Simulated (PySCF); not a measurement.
## Correlation energy of Ti (titanium, neutral)

[Ar] 3d2 4s2, high-spin 3F determinant. All numbers are calculated (PySCF 2.14, the spin-free X2C one-electron Hamiltonian (Gaussian nucleus), in x2c-QZVPPall with one added diffuse shell each of s, p, d, f, g type (12s8p6d4f3g, 121 functions)). Frozen: [Ne]; 12 electrons correlated.

MP2 pair energies summed by pair of shells (mhartree):

```json
{"pair": "3p-3p", "energy": "-123.58", "share (%)": "39.0"}
{"pair": "3p-3d", "energy": "-71.93", "share (%)": "22.7"}
{"pair": "3s-3p", "energy": "-36.06", "share (%)": "11.4"}
{"pair": "3p-4s", "energy": "-22.95", "share (%)": "7.2"}
{"pair": "4s-4s", "energy": "-21.80", "share (%)": "6.9"}
{"pair": "3d-4s", "energy": "-15.01", "share (%)": "4.7"}
{"pair": "3s-3d", "energy": "-12.08", "share (%)": "3.8"}
{"pair": "3s-3s", "energy": "-7.04", "share (%)": "2.2"}
{"pair": "3d-3d", "energy": "-5.28", "share (%)": "1.7"}
{"pair": "3s-4s", "energy": "-1.45", "share (%)": "0.5"}
```

Total MP2 correlation energy: -317.18 mhartree.

Same-spin part -86.74 and opposite-spin part -230.44 mhartree; SCS-MP2 scales them by 1/3 and 6/5 to -305.44 mhartree.

This basis was not built for core-valence correlation, so the inner-shell part is incomplete.
